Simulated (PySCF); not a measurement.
Species: C7H6F3N.
Numbering: `[F:1][C:2]([F:3])([F:4])[CH2:5][c:6]1[cH:7][cH:8][cH:9][n:10][cH:11]1` (hydrogens: H12, H13 on C5; H14 on C7; H15 on C8; H16 on C9; H17 on C11)

Method: PBE0-D3(BJ)/def2-SVP geometry optimisation, gas phase (PySCF).

(1) Give the optimised bond lengths and angles.

Results:

(1) 
```tsv
bond	length (pm)	order
F1–C2, C2–F3, C2–F4	133.6	single
C2–C5	151.1	single
C5–C6	150.0	single
C6–C7	139.7	aromatic
C7–C8	139.1	aromatic
C8–C9	139.5	aromatic
C9–N10	133.0	aromatic
N10–C11	132.8	aromatic
C6–C11	139.9	aromatic
C5–H12, C5–H13	110.0	single
C7–H14	109.3	single
C8–H15	109.2	single
C9–H16	109.6	single
C11–H17	109.7	single
```

Bonds in one row agree within 1 pm and their mean is given. Orders are formal, as drawn. A selection of angles:
```tsv
angle	degrees
F1–C2–F3	107.5
F1–C2–C5	111.6
C2–C5–C6	113.1
C2–C5–H12	106.7
C6–C5–H12	110.9
H12–C5–H13	107.5
C5–C6–C7	121.9
C5–C6–C11	120.8
C7–C6–C11	117.3
C6–C7–C8	119.1
C6–C7–H14	120.3
C8–C7–H14	120.7
C7–C8–C9	118.4
C7–C8–H15	121.1
C9–C8–H15	120.5
C8–C9–N10	123.2
C8–C9–H16	120.3
N10–C9–H16	116.5
C9–N10–C11	117.9
N10–C11–H17	116.5
C6–C11–N10	124.1
C6–C11–H17	119.4
```

Torsions: F1–C2–C5–C6 -62° (synclinal); C2–C5–C6–C7 80° (synclinal). The mirror-image conformer, all signs reversed, is as good.

Of the pairs four or more bonds apart, F1···C7 is among the closest relative to their van der Waals radii: 3.11 Å, 98 % of the sum of Bondi's values. N10 (pyridine-type nitrogen) is bent (angle 117.9°). The 6 C–C bonds span 1.391 Å (C7–C8, aromatic) to 1.511 Å (C2–C5, drawn single), a spread of 0.120 Å. The 6-membered ring C6–C7–C8–C9–N10–C11 has internal angles of 117.3° to 124.1° (sum 720°, against 720° for a flat polygon); it is planar, 0.00 Å rms from its mean plane, widest ring torsion 1°.

Point group: C1 (no symmetry element, even within 0.4 Å). Whether it is a minimum is left open (no frequencies). The numbers are those of one conformer.
